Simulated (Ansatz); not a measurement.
Ansatz (an electronic-structure program) input (CCSD(T)/def2-SVPD):

Ansatz 0.2 input:
```yaml
crystal:
  periodic: [false, false, false]
  atoms:
    - {symbol: Fe, position_ang: [-0.00000000, -0.00000000, -0.45937553]}
    - {symbol: F, position_ang: [0.00000000, 0.00000000, 1.32708485]}
basis:
  gaussian:
    orbitals: def2-SVPD
magnetization: {spin_polarized: true, initial_magnetization: 5}
correlation: {method: ccsd_t, electrons: outside_noble_gas}
output: {forces: true}
```

Output:

```
Functional definition: HF
integrals: 0.04 GiB planned
573 factors; integrals over basis functions are off by at most 8.0e-4 eV
mean field: 0.16 GiB planned
mean field evaluation 1: about -37048.4481 eV, gradient 2.5e1 eV
mean field evaluation 2: about -37048.5677 eV, gradient 2.5e1 eV
mean field evaluation 4: about -37051.9420 eV, gradient 4.9e0 eV
mean field evaluation 8: about -37052.5903 eV, gradient 8.6e-1 eV
mean field evaluation 16: about -37052.6579 eV, gradient 1.5e-2 eV
mean field evaluation 32: about -37038.0496 eV, gradient 4.4e1 eV
mean field evaluation 64: about -37052.6579 eV, gradient 2.7e-6 eV
mean field evaluation 96: about -37052.6579 eV, gradient 1.7e-5 eV
mean field evaluation 128: about -37052.6505 eV, gradient 7.1e-1 eV
mean field evaluation 160: about -37052.8838 eV, gradient 7.7e-2 eV
mean field evaluation 192: about -37047.3618 eV, gradient 1.9e1 eV
mean field evaluation 224: about -37053.3803 eV, gradient 8.7e-1 eV
mean field evaluation 256: about -37052.8998 eV, gradient 7.9e-2 eV
mean field evaluation 288: about -37049.6546 eV, gradient 8.4e-4 eV
mean field evaluation 320: about -37049.6199 eV, gradient 9.3e-5 eV
mean field evaluation 352: about -37045.9902 eV, gradient 2.4e1 eV
mean field evaluation 384: about -37049.4230 eV, gradient 1.6e-3 eV
mean field evaluation 416: about -37049.2140 eV, gradient 1.8e-3 eV
mean field evaluation 448: about -37047.8650 eV, gradient 4.3e-4 eV
mean field evaluation 480: about -37049.0815 eV, gradient 5.4e-1 eV
mean field evaluation 512: about -37047.3501 eV, gradient 9.4e-1 eV
mean field evaluation 544: about -37053.4042 eV, gradient 4.8e-2 eV
mean field evaluation 576: about -37043.8821 eV, gradient 7.1e-1 eV
mean field evaluation 608: about -37053.3657 eV, gradient 3.6e-1 eV
mean field evaluation 640: about -37047.3401 eV, gradient 2.2e-1 eV
mean field evaluation 672: about -37044.5996 eV, gradient 3.6e-2 eV
mean field evaluation 704: about -37043.9181 eV, gradient 9.5e-3 eV
mean field -37053.40427016 eV, -1361.6874912288 hartree, gradient 3.1e-6 eV, S^2 8.753623; 14 other end points of the search recorded, 0 dependent functions left out
determinant -37053.40427016 eV, -1361.6874912288 hartree, with singles and doubles -37061.99494406 eV, -1362.0031926719 hartree
determinant -37052.89989514 eV, -1361.6689557887 hartree, with singles and doubles -37061.49876522 eV, -1361.9849584359 hartree
determinant -37052.65785204 eV, -1361.6600608689 hartree, with singles and doubles -37061.42054385 eV, -1361.9820838534 hartree
determinant -37053.40427016 eV, -1361.6874912288 hartree, with singles and doubles -37061.99808167 eV, -1362.0033079769 hartree
determinant -37052.89989514 eV, -1361.6689557887 hartree, with singles and doubles -37061.50273752 eV, -1361.9851044152 hartree
10 core orbitals not correlated
reference -37053.40427016 eV, -1361.6874912288 hartree; 10, 5 occupied and 37, 42 virtual orbitals, 573 factors
densities: 0.20 GiB planned
second order -8.41243023 eV of doubles, -0.00000000 eV of singles
coupled cluster: 0.16 GiB planned
cycle   1  -8.59380692 eV  change    4.6e-6 eV  update   4.3e-6
cycle   2  -8.59380699 eV  change   -7.2e-8 eV  update   2.3e-6
cycle   3  -8.59380582 eV  change    1.2e-6 eV  update   1.5e-6
cycle   4  -8.59380475 eV  change    1.1e-6 eV  update   4.8e-7
cycle   5  -8.59380430 eV  change    4.4e-7 eV  update   2.9e-7
cycle   6  -8.59380439 eV  change   -8.7e-8 eV  update   1.1e-7
perturbative correction -0.19953155 eV, -0.0073326493 hartree
the calculation of the forces begins
Total energy: -37062.19760610 eV, -1362.0106403645 hartree
Atom 0 at    -0.000000    -0.000000    -0.459376 Å, force     0.000000     0.000000    -0.864776 eV/Å
Atom 1 at     0.000000     0.000000     1.327085 Å, force     0.000000    -0.000000     0.864776 eV/Å
Dipole moment:     0.000000    -0.000000    -0.514028 e Å
```

The spin state was set by rule; other spins were not relaxed.
